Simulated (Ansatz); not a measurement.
A short molecular-dynamics run on SnI4.

```yaml
crystal:
  periodic: [false, false, false]
  atoms:
    - {symbol: Sn, position_ang: [-0.000000, -0.000011, 0.000003]}
    - {symbol: I, position_ang: [0.010648, -0.017206, 2.677939]}
    - {symbol: I, position_ang: [2.521278, 0.010793, -0.902653]}
    - {symbol: I, position_ang: [-1.270265, 2.189753, -0.873563]}
    - {symbol: I, position_ang: [-1.261661, -2.183318, -0.901735]}
basis:
  gaussian: {orbitals: def2-SVP}
hamiltonian: {xc: {name: PBE}}
md: {timestep: 1 fs, n_steps: 20, ensemble: nvt_nose_hoover, temperature: 300, initial_velocities: maxwell_boltzmann, seed: 372}
scf: {omitted_lower_state_checks: [starts]}
```

```sh
$ ansatz run in.yaml --threads 4 --pin off --events-out ev --progress --plain --max-ram 8704MiB
```

```json
{"step": "0", "time (fs)": "0.0", "potential energy (eV)": "-38238.3537", "kinetic (eV)": "0.1163", "T (K)": "300", "conserved (eV)": "-38238.2374"}
{"step": "1", "time (fs)": "1.0", "potential energy (eV)": "-38238.3540", "kinetic (eV)": "0.1166", "T (K)": "301", "conserved (eV)": "-38238.2374"}
{"step": "2", "time (fs)": "2.0", "potential energy (eV)": "-38238.3543", "kinetic (eV)": "0.1168", "T (K)": "301", "conserved (eV)": "-38238.2374"}
{"step": "3", "time (fs)": "3.0", "potential energy (eV)": "-38238.3544", "kinetic (eV)": "0.1170", "T (K)": "302", "conserved (eV)": "-38238.2374"}
{"step": "4", "time (fs)": "4.0", "potential energy (eV)": "-38238.3544", "kinetic (eV)": "0.1170", "T (K)": "302", "conserved (eV)": "-38238.2374"}
{"step": "5", "time (fs)": "5.0", "potential energy (eV)": "-38238.3544", "kinetic (eV)": "0.1170", "T (K)": "302", "conserved (eV)": "-38238.2374"}
{"step": "6", "time (fs)": "6.0", "potential energy (eV)": "-38238.3543", "kinetic (eV)": "0.1169", "T (K)": "301", "conserved (eV)": "-38238.2374"}
{"step": "7", "time (fs)": "7.0", "potential energy (eV)": "-38238.3541", "kinetic (eV)": "0.1167", "T (K)": "301", "conserved (eV)": "-38238.2374"}
{"step": "8", "time (fs)": "8.0", "potential energy (eV)": "-38238.3539", "kinetic (eV)": "0.1165", "T (K)": "300", "conserved (eV)": "-38238.2374"}
{"step": "9", "time (fs)": "9.0", "potential energy (eV)": "-38238.3536", "kinetic (eV)": "0.1161", "T (K)": "300", "conserved (eV)": "-38238.2374"}
{"step": "10", "time (fs)": "10.0", "potential energy (eV)": "-38238.3532", "kinetic (eV)": "0.1158", "T (K)": "299", "conserved (eV)": "-38238.2374"}
{"step": "11", "time (fs)": "11.0", "potential energy (eV)": "-38238.3528", "kinetic (eV)": "0.1153", "T (K)": "297", "conserved (eV)": "-38238.2374"}
{"step": "12", "time (fs)": "12.0", "potential energy (eV)": "-38238.3523", "kinetic (eV)": "0.1149", "T (K)": "296", "conserved (eV)": "-38238.2374"}
{"step": "13", "time (fs)": "13.0", "potential energy (eV)": "-38238.3518", "kinetic (eV)": "0.1143", "T (K)": "295", "conserved (eV)": "-38238.2374"}
{"step": "14", "time (fs)": "14.0", "potential energy (eV)": "-38238.3512", "kinetic (eV)": "0.1138", "T (K)": "293", "conserved (eV)": "-38238.2374"}
{"step": "15", "time (fs)": "15.0", "potential energy (eV)": "-38238.3506", "kinetic (eV)": "0.1132", "T (K)": "292", "conserved (eV)": "-38238.2374"}
{"step": "16", "time (fs)": "16.0", "potential energy (eV)": "-38238.3500", "kinetic (eV)": "0.1126", "T (K)": "290", "conserved (eV)": "-38238.2374"}
{"step": "17", "time (fs)": "17.0", "potential energy (eV)": "-38238.3493", "kinetic (eV)": "0.1119", "T (K)": "289", "conserved (eV)": "-38238.2374"}
{"step": "18", "time (fs)": "18.0", "potential energy (eV)": "-38238.3486", "kinetic (eV)": "0.1112", "T (K)": "287", "conserved (eV)": "-38238.2374"}
{"step": "19", "time (fs)": "19.0", "potential energy (eV)": "-38238.3480", "kinetic (eV)": "0.1106", "T (K)": "285", "conserved (eV)": "-38238.2374"}
{"step": "20", "time (fs)": "20.0", "potential energy (eV)": "-38238.3473", "kinetic (eV)": "0.1099", "T (K)": "283", "conserved (eV)": "-38238.2374"}
```

Velocities are drawn at the set temperature; a run this short doesn't reach equilibrium.

In the def2 sets I, Sn take a core potential; there is no spin–orbit coupling.

Frames (Å, forces in eV/Å):

```xyz
5
time=0.0 fs
Sn    0.000    0.000    0.000    0.000    0.000    0.000
I     0.011   -0.017    2.678    0.002   -0.002    0.383
I     2.521    0.011   -0.903    0.361    0.002   -0.129
I    -1.270    2.190   -0.874   -0.182    0.313   -0.125
I    -1.262   -2.183   -0.902   -0.180   -0.312   -0.129
5
time=1.0 fs
Sn   -0.003    0.000    0.001    0.034   -0.009   -0.018
I     0.012   -0.017    2.678   -0.001   -0.003    0.394
I     2.521    0.012   -0.902    0.336    0.001   -0.121
I    -1.269    2.191   -0.874   -0.188    0.320   -0.127
I    -1.262   -2.185   -0.902   -0.180   -0.309   -0.127
5
time=2.0 fs
Sn   -0.006    0.000    0.002    0.067   -0.018   -0.036
I     0.014   -0.017    2.677   -0.003   -0.003    0.404
I     2.521    0.012   -0.902    0.311    0.000   -0.113
I    -1.268    2.191   -0.875   -0.195    0.326   -0.129
I    -1.262   -2.186   -0.903   -0.180   -0.305   -0.125
5
time=3.0 fs
Sn   -0.009    0.000    0.003    0.100   -0.027   -0.054
I     0.015   -0.017    2.677   -0.006   -0.003    0.414
I     2.521    0.013   -0.901    0.287   -0.001   -0.105
I    -1.266    2.192   -0.875   -0.201    0.332   -0.131
I    -1.262   -2.188   -0.903   -0.180   -0.301   -0.123
5
time=4.0 fs
Sn   -0.012    0.000    0.003    0.132   -0.036   -0.072
I     0.017   -0.017    2.677   -0.008   -0.003    0.423
I     2.521    0.014   -0.900    0.262   -0.002   -0.097
I    -1.265    2.193   -0.876   -0.207    0.337   -0.133
I    -1.262   -2.189   -0.904   -0.179   -0.296   -0.121
5
time=5.0 fs
Sn   -0.015    0.000    0.004    0.164   -0.045   -0.089
I     0.018   -0.017    2.677   -0.010   -0.004    0.432
I     2.521    0.015   -0.900    0.238   -0.003   -0.089
I    -1.264    2.194   -0.876   -0.212    0.342   -0.135
I    -1.262   -2.191   -0.904   -0.178   -0.291   -0.119
5
time=6.0 fs
Sn   -0.018    0.000    0.005    0.195   -0.053   -0.106
I     0.019   -0.017    2.676   -0.013   -0.004    0.441
I     2.521    0.015   -0.899    0.213   -0.004   -0.081
I    -1.262    2.195   -0.877   -0.218    0.347   -0.137
I    -1.262   -2.193   -0.905   -0.178   -0.286   -0.117
5
time=7.0 fs
Sn   -0.021    0.000    0.006    0.225   -0.062   -0.123
I     0.021   -0.018    2.676   -0.015   -0.004    0.449
I     2.521    0.016   -0.899    0.190   -0.005   -0.073
I    -1.261    2.196   -0.878   -0.223    0.352   -0.138
I    -1.262   -2.194   -0.905   -0.177   -0.281   -0.115
5
time=8.0 fs
Sn   -0.024    0.000    0.007    0.255   -0.071   -0.139
I     0.022   -0.018    2.676   -0.017   -0.004    0.456
I     2.521    0.017   -0.898    0.166   -0.005   -0.066
I    -1.260    2.197   -0.878   -0.228    0.356   -0.140
I    -1.262   -2.196   -0.906   -0.175   -0.275   -0.112
5
time=9.0 fs
Sn   -0.027    0.000    0.007    0.284   -0.079   -0.155
I     0.024   -0.018    2.676   -0.020   -0.004    0.464
I     2.521    0.018   -0.898    0.143   -0.006   -0.058
I    -1.258    2.198   -0.879   -0.233    0.359   -0.141
I    -1.262   -2.198   -0.906   -0.174   -0.269   -0.109
5
time=10.0 fs
Sn   -0.030    0.000    0.008    0.312   -0.087   -0.171
I     0.025   -0.018    2.676   -0.022   -0.005    0.470
I     2.522    0.018   -0.897    0.120   -0.007   -0.051
I    -1.257    2.199   -0.879   -0.237    0.362   -0.142
I    -1.262   -2.199   -0.907   -0.173   -0.263   -0.107
5
time=11.0 fs
Sn   -0.033    0.000    0.009    0.339   -0.095   -0.186
I     0.027   -0.018    2.676   -0.024   -0.005    0.476
I     2.522    0.019   -0.897    0.097   -0.008   -0.043
I    -1.256    2.200   -0.880   -0.241    0.365   -0.143
I    -1.262   -2.201   -0.908   -0.171   -0.257   -0.104
5
time=12.0 fs
Sn   -0.036    0.000    0.010    0.366   -0.103   -0.201
I     0.028   -0.018    2.676   -0.026   -0.005    0.481
I     2.522    0.020   -0.896    0.075   -0.009   -0.036
I    -1.255    2.201   -0.881   -0.245    0.367   -0.143
I    -1.262   -2.203   -0.908   -0.169   -0.250   -0.101
5
time=13.0 fs
Sn   -0.038    0.000    0.010    0.392   -0.110   -0.215
I     0.030   -0.018    2.676   -0.028   -0.005    0.486
I     2.522    0.021   -0.896    0.053   -0.010   -0.029
I    -1.254    2.202   -0.881   -0.249    0.369   -0.144
I    -1.262   -2.205   -0.909   -0.168   -0.244   -0.098
5
time=14.0 fs
Sn   -0.041    0.000    0.011    0.416   -0.117   -0.229
I     0.031   -0.018    2.676   -0.030   -0.005    0.490
I     2.522    0.022   -0.895    0.032   -0.011   -0.023
I    -1.252    2.203   -0.882   -0.252    0.371   -0.144
I    -1.262   -2.206   -0.909   -0.166   -0.237   -0.095
5
time=15.0 fs
Sn   -0.044    0.000    0.012    0.440   -0.124   -0.242
I     0.033   -0.018    2.676   -0.033   -0.006    0.494
I     2.522    0.022   -0.895    0.011   -0.012   -0.016
I    -1.251    2.204   -0.883   -0.255    0.372   -0.144
I    -1.262   -2.208   -0.910   -0.164   -0.229   -0.091
5
time=16.0 fs
Sn   -0.047    0.000    0.012    0.463   -0.131   -0.255
I     0.034   -0.018    2.677   -0.035   -0.006    0.497
I     2.522    0.023   -0.894   -0.009   -0.013   -0.010
I    -1.250    2.205   -0.884   -0.258    0.372   -0.144
I    -1.262   -2.210   -0.911   -0.161   -0.222   -0.088
5
time=17.0 fs
Sn   -0.049    0.000    0.013    0.485   -0.137   -0.267
I     0.036   -0.018    2.677   -0.037   -0.006    0.499
I     2.522    0.024   -0.894   -0.029   -0.014   -0.004
I    -1.249    2.206   -0.884   -0.260    0.372   -0.144
I    -1.263   -2.212   -0.911   -0.159   -0.214   -0.085
5
time=18.0 fs
Sn   -0.052    0.000    0.014    0.506   -0.143   -0.279
I     0.037   -0.018    2.677   -0.039   -0.006    0.501
I     2.523    0.025   -0.893   -0.048   -0.015    0.002
I    -1.248    2.207   -0.885   -0.263    0.371   -0.143
I    -1.263   -2.214   -0.912   -0.157   -0.207   -0.081
5
time=19.0 fs
Sn   -0.055   -0.001    0.014    0.527   -0.149   -0.290
I     0.038   -0.018    2.677   -0.041   -0.006    0.502
I     2.523    0.025   -0.893   -0.067   -0.016    0.008
I    -1.247    2.209   -0.886   -0.264    0.370   -0.143
I    -1.263   -2.215   -0.912   -0.154   -0.199   -0.078
5
time=20.0 fs
Sn   -0.057   -0.001    0.015    0.546   -0.154   -0.300
I     0.040   -0.018    2.678   -0.043   -0.006    0.502
I     2.523    0.026   -0.892   -0.085   -0.017    0.014
I    -1.246    2.210   -0.886   -0.266    0.368   -0.142
I    -1.263   -2.217   -0.913   -0.151   -0.190   -0.074
```

Hardware: 4 threads of Intel Xeon 6975P-C on a shared host. Wall time 25 s.
